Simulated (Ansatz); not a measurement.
A structure relaxed at PBE-D4/def2-SVP in Ansatz, charge 0, singlet:

```tsv
atom	x (Å)	y (Å)	z (Å)
P1	-0.051	2.320	0.000
P2	-0.840	-0.641	-1.722
P3	-1.087	-0.563	1.796
P4	2.116	-0.461	0.263
B5	-1.035	1.325	1.349
B6	-1.055	-1.414	0.043
B7	-1.194	1.142	-1.020
B8	1.478	1.222	-0.437
B9	1.073	-0.885	-1.354
B10	0.801	-0.987	1.584
Cl11	-2.130	2.296	2.336
Cl12	-1.135	-3.187	0.089
Cl13	-2.870	1.653	-1.285
Cl14	2.475	1.937	-1.719
Cl15	2.005	-1.604	-2.664
Cl16	1.448	-2.156	2.740
```

Problem. Give its formula.

Solution. B6P4Cl6, a halide-capped nanocrystal cut from zinc blende BP (6 Cl on the cations).

Problem. Summarise the bond lengths by kind (pairs closer than 1.2 times the sum of covalent radii, bridged metal pairs left out).

Solution. 12 × B–P 1.93 to 1.97 Å; 6 × B–Cl 1.76 to 1.77 Å.
